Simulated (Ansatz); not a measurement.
This geometry of C2H3BFNO (9 atoms, charge 0, multiplicity 1) is a first-order saddle point.

Computed with RKS PBE/6-31G (Ansatz).

```xyz
9
Properties=species:S:1:pos:R:3
N 0.310 -1.442 -0.650
C 0.097 -0.066 -0.377
C -0.231 0.715 0.729
O -0.511 0.628 2.058
B -0.021 1.412 -0.586
F 0.017 2.553 -1.337
H 1.265 -1.673 -0.932
H -0.372 -1.857 -1.289
H -0.466 -0.317 2.366
```

(1) Which two structures does it join? (They come from a converged band through this point; their orientation in space is the band's.)

(2) How far does it lie above each of them?

## Answers

(1) No bond is made or broken. The dihedral H8–N1–C2–C3 goes from 0 to 180°. The two ends are copies of one structure, up to a mirror image or an exchange of like atoms.

Image 0:

```xyz
9
Properties=species:S:1:pos:R:3
N 0.574 -1.326 -0.711
C 0.253 -0.056 -0.353
C -0.446 0.703 0.603
O -1.217 0.591 1.739
B 0.238 1.443 -0.464
F 0.616 2.587 -1.118
H 1.146 -1.492 -1.531
H 0.267 -2.142 -0.190
H -1.343 -0.354 2.007
```

Image 6:

```xyz
9
Properties=species:S:1:pos:R:3
N 0.573 -1.326 -0.712
C 0.252 -0.056 -0.352
C -0.446 0.702 0.604
O -1.213 0.591 1.743
B 0.237 1.444 -0.463
F 0.614 2.586 -1.121
H 0.271 -2.142 -0.190
H 1.143 -1.490 -1.534
H -1.341 -0.355 2.009
```

(2) 57.4 kJ/mol above the first and 57.3 kJ/mol above the second. This is the barrier of this one path; another mechanism may lie lower. Limits of this set-up: no polarisation functions.

The run took 86 s on 1 thread of Arm Neoverse V1, on a shared host, peak memory 0.11 GiB.
